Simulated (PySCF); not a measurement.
Radial density of La (lanthanum, neutral)

BHandHLYP, [Xe] 5d1 6s2, 2D determinant. All numbers are calculated (PySCF 2.14, the spin-free X2C one-electron Hamiltonian (Gaussian nucleus), in x2c-TZVPPall).

```tsv
r (bohr)	4πr²ρ (e/bohr)	4πr²(ρα − ρβ)
0.0284	66.66	-0.0004
0.0477	75.39	0.0002
0.0802	97.78	0.0074
0.135	71.72	0.0242
0.227	84.08	0.0136
0.382	34.56	0.0140
0.642	34.37	0.0592
1.08	11.56	0.0086
1.82	5.970	0.2852
3.06	1.346	0.2959
5.14	0.4546	0.0838
8.65	0.02829	0.0025
14.5	0.0001054	0.0000
```

Densities and radii are taken from the X2C orbitals without a picture-change correction, which distorts them close to the nucleus.

⟨L²⟩ = 7.58 against 6 for a pure D term, so this real determinant mixes terms. Spin-orbit coupling, absent here, splits the open shell strongly. ⟨S²⟩ = 1.18 against 0.75 shows spin contamination. The s, p, d and f populations moved away from the nominal configuration during the SCF.
